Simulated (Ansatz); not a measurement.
Ansatz (a program for electronic structure) input file for GeH6SiTe, SMILES [SiH3][Te][GeH3], PBE0-D3(BJ)/def2-SVP. 

Ansatz 0.2 input:
```yaml
crystal:
  periodic: [false, false, false]
  atoms:
    - {symbol: Te, position_ang: [0.43075715, -0.29910353, 0.82307595]}
    - {symbol: Si, position_ang: [-0.01718382, -2.11701738, -0.86412000]}
    - {symbol: H, position_ang: [0.49492246, -3.39684485, -0.26539316]}
    - {symbol: H, position_ang: [0.69851970, -1.84091168, -2.15854559]}
    - {symbol: H, position_ang: [-1.48971897, -2.24370172, -1.14644936]}
    - {symbol: Ge, position_ang: [-0.60764270, 1.47444265, -0.74992822]}
    - {symbol: H, position_ang: [-0.49677444, 2.83360576, -0.01510727]}
    - {symbol: H, position_ang: [0.17425379, 1.52206272, -2.08903557]}
    - {symbol: H, position_ang: [-2.09543428, 1.13525186, -1.03003557]}
basis:
  gaussian:
    orbitals: def2-SVP
hamiltonian:
  xc: pbe0
  dispersion: d3bj
relax: {f_tol: 0.002, max_steps: 200}
```

It prints:

```
WARN ansatz: RAYON_NUM_THREADS=1 ignored (pool sized by the plan → 1); use --threads N
Functional definition: PBE0
integrals: 0.06 GiB planned
1229 factors; integrals over basis functions are off by at most 2.2e-4 eV
mean field: 0.58 GiB planned
mean field evaluation 1: about -71767.2700 eV, gradient 1.4e1 eV
mean field evaluation 2: about -71767.4682 eV, gradient 1.2e1 eV
mean field evaluation 4: about -71767.6203 eV, gradient 3.9e-1 eV
mean field evaluation 8: about -71767.6290 eV, gradient 2.0e-2 eV
mean field -71767.62897390 eV, -2637.4117189449 hartree, gradient 1.3e-5 eV, S^2 0.000000; 0 other end points of the search recorded, 0 dependent functions left out
the calculation of the forces begins
reference -71767.62900263 eV, -2637.4117200005 hartree; 38, 38 occupied and 68, 68 virtual orbitals, 1229 factors
relax step   1: F+E_penalty+E_count = -71767.84870344 eV  Δ(F+E_penalty+E_count) = +0.000e0 eV  max|allowed force component| = 2.886e-1 eV/Å  Δτ_max = 0.0000 Å  (26 SCF iters, accepted)
these checks for a lower state are left out or cut short: starts, cluster_reference, orbital_swaps, neighbouring_geometries, increment
integrals: 0.06 GiB planned
1229 factors; integrals over basis functions are off by at most 2.2e-4 eV
mean field: 0.58 GiB planned
mean field evaluation 16: about -71767.6124 eV, gradient 3.0e0 eV
mean field -71767.62914630 eV, -2637.4117252803 hartree, gradient 1.8e-5 eV, S^2 0.000000; 0 other end points of the search recorded, 0 dependent functions left out
the calculation of the forces begins
reference -71767.62917493 eV, -2637.4117263324 hartree; 38, 38 occupied and 68, 68 virtual orbitals, 1229 factors
relax step   2: F+E_penalty+E_count = -71767.85112186 eV  Δ(F+E_penalty+E_count) = -2.418e-3 eV  max|allowed force component| = 4.235e-1 eV/Å  Δτ_max = 0.0538 Å  (29 SCF iters, accepted)
these checks for a lower state are left out or cut short: starts, cluster_reference, orbital_swaps, neighbouring_geometries, increment
integrals: 0.06 GiB planned
1229 factors; integrals over basis functions are off by at most 2.2e-4 eV
mean field: 0.58 GiB planned
mean field -71767.63863970 eV, -2637.4120741563 hartree, gradient 1.8e-5 eV, S^2 0.000000; 0 other end points of the search recorded, 0 dependent functions left out
the calculation of the forces begins
reference -71767.63866835 eV, -2637.4120752092 hartree; 38, 38 occupied and 68, 68 virtual orbitals, 1229 factors
relax step   3: F+E_penalty+E_count = -71767.86012756 eV  Δ(F+E_penalty+E_count) = -9.006e-3 eV  max|allowed force component| = 7.601e-2 eV/Å  Δτ_max = 0.0352 Å  (29 SCF iters, accepted)
these checks for a lower state are left out or cut short: starts, cluster_reference, orbital_swaps, neighbouring_geometries, increment
integrals: 0.06 GiB planned
1229 factors; integrals over basis functions are off by at most 2.2e-4 eV
mean field: 0.58 GiB planned
mean field evaluation 32: about -71767.6398 eV, gradient 4.3e-4 eV
mean field -71767.63979465 eV, -2637.4121166000 hartree, gradient 1.6e-5 eV, S^2 0.000000; 0 other end points of the search recorded, 0 dependent functions left out
the calculation of the forces begins
reference -71767.63982332 eV, -2637.4121176536 hartree; 38, 38 occupied and 68, 68 virtual orbitals, 1229 factors
relax step   4: F+E_penalty+E_count = -71767.86064467 eV  Δ(F+E_penalty+E_count) = -5.171e-4 eV  max|allowed force component| = 1.082e-2 eV/Å  Δτ_max = 0.0138 Å  (23 SCF iters, accepted)
these checks for a lower state are left out or cut short: starts, cluster_reference, orbital_swaps, neighbouring_geometries, increment
integrals: 0.06 GiB planned
1229 factors; integrals over basis functions are off by at most 2.2e-4 eV
mean field: 0.58 GiB planned
mean field -71767.63969267 eV, -2637.4121128524 hartree, gradient 5.5e-5 eV, S^2 0.000000; 0 other end points of the search recorded, 0 dependent functions left out
the calculation of the forces begins
reference -71767.63972134 eV, -2637.4121139058 hartree; 38, 38 occupied and 68, 68 virtual orbitals, 1229 factors
relax step   5: F+E_penalty+E_count = -71767.86070392 eV  Δ(F+E_penalty+E_count) = -5.926e-5 eV  max|allowed force component| = 4.696e-3 eV/Å  Δτ_max = 0.0037 Å  (20 SCF iters, accepted)
these checks for a lower state are left out or cut short: starts, cluster_reference, orbital_swaps, neighbouring_geometries, increment
integrals: 0.06 GiB planned
1229 factors; integrals over basis functions are off by at most 2.2e-4 eV
mean field: 0.58 GiB planned
mean field -71767.63970701 eV, -2637.4121133793 hartree, gradient 5.2e-5 eV, S^2 0.000000; 0 other end points of the search recorded, 0 dependent functions left out
the calculation of the forces begins
reference -71767.63973568 eV, -2637.4121144328 hartree; 38, 38 occupied and 68, 68 virtual orbitals, 1229 factors
relax step   6: F+E_penalty+E_count = -71767.86070934 eV  Δ(F+E_penalty+E_count) = -5.413e-6 eV  max|allowed force component| = 7.118e-4 eV/Å  Δτ_max = 0.0026 Å  (20 SCF iters, accepted)
integrals: 0.06 GiB planned
1229 factors; integrals over basis functions are off by at most 2.2e-4 eV
mean field: 0.58 GiB planned
mean field -71767.63970701 eV, -2637.4121133793 hartree, gradient 5.2e-5 eV, S^2 0.000000; 1 other end points of the search recorded, 0 dependent functions left out
the calculation of the forces begins
reference -71767.63973568 eV, -2637.4121144328 hartree; 38, 38 occupied and 68, 68 virtual orbitals, 1229 factors
Total energy: -71767.86073800 eV, -2637.4202361185 hartree
Atom 0 at     0.423195    -0.297010     0.801446 Å, force     0.000153     0.000117    -0.000061 eV/Å
Atom 1 at    -0.018601    -2.109829    -0.865053 Å, force     0.000298     0.000394    -0.000425 eV/Å
Atom 2 at     0.489040    -3.378060    -0.265379 Å, force    -0.000044    -0.000401    -0.000012 eV/Å
Atom 3 at     0.693589    -1.835712    -2.149115 Å, force    -0.000279    -0.000123     0.000712 eV/Å
Atom 4 at    -1.481028    -2.231094    -1.143634 Å, force    -0.000183     0.000016    -0.000115 eV/Å
Atom 5 at    -0.606933     1.466968    -0.751217 Å, force     0.000098     0.000333     0.000098 eV/Å
Atom 6 at    -0.496086     2.812206    -0.017082 Å, force    -0.000163    -0.000330    -0.000073 eV/Å
Atom 7 at     0.170436     1.513998    -2.078333 Å, force     0.000077     0.000235    -0.000205 eV/Å
Atom 8 at    -2.081912     1.126318    -1.027173 Å, force     0.000042    -0.000242     0.000081 eV/Å
Dipole moment:    -0.079834     0.049764    -0.154369 e Å
```

Self-consistency was reached.
